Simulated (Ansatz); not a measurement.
Consider the ligand exchange at a B–O bond: `OB(O)O` + `FC(F)(F)[SeH]` → `OB(O)[Se]C(F)(F)F` + H₂O.

Computed with Ansatz on PBE0-D4/def2-TZVP structures; ΔE is electronic, products minus reactants. CCSD(T)/CBS is the MP2 limit (def2-TZVPP, def2-QZVPP) plus CCSD(T) − MP2 in def2-TZVPP, frozen cores. This one scheme is used for every species. Functionals use def2-TZVPP. For Se outer-core shells are correlated without core-valence functions, which leaves a few kJ/mol of doubt a bond. Scalar relativity is left out up to krypton. Each species was taken in one conformer, which may not be the lowest.

Problem. Is it downhill or uphill in electronic energy at CCSD(T)/CBS, and by how much? (Estimate.)

Solution. The calculation gave: Uphill: ΔE = +62.9 kJ/mol.

Problem. What do these levels give: r2SCAN-D4, ωB97X-V, PBE, r2SCAN, HF/def2-TZVPP, MP2/def2-TZVPP? (Estimate.)

Solution. The calculation gave: r2SCAN-D4 67.4, ωB97X-V 68.7, PBE 64.8, r2SCAN 69.1, HF/def2-TZVPP 95.7, MP2/def2-TZVPP 61.6 kJ/mol.

Largest T1 diagnostic among the species: 0.012.

The D4 term adds −9.9 kJ/mol with B3LYP and −5.5 kJ/mol with PBE0; it sums over pairs of atoms, weighted by their polarisabilities, and B3LYP, whose exchange is more repulsive, gets the larger term. From PBE to PBE0 (25 % exact exchange), in def2-TZVPP and without D4, ΔE moves by +4.8 kJ/mol. In def2-TZVPP, CCSD(T) changes the Hartree–Fock value by −28.6 kJ/mol (the triples alone add −5.2 kJ/mol) and MP2 by −34.0 kJ/mol.

B3LYP here is the variant with VWN-RPA as its local correlation; programs differ in this.
